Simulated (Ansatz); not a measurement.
`[OH][Al]1[CH2][NH]1`, charge 0, multiplicity 1.

(1) Give a relaxed structure at PBE0-D4/def2-TZVP (Ansatz 0.2.0). (Estimate.)

Results:

(1) The calculation gave: 
```xyz
8

O    -0.543    2.307   -0.640
Al   -0.123    0.731   -0.233
C     0.833   -0.908   -0.129
N    -0.490   -0.720    0.605
H    -1.328    2.768   -0.352
H     0.820   -1.658   -0.923
H     1.704   -1.051    0.515
H    -0.872   -1.469    1.156
```
Point group Cs.
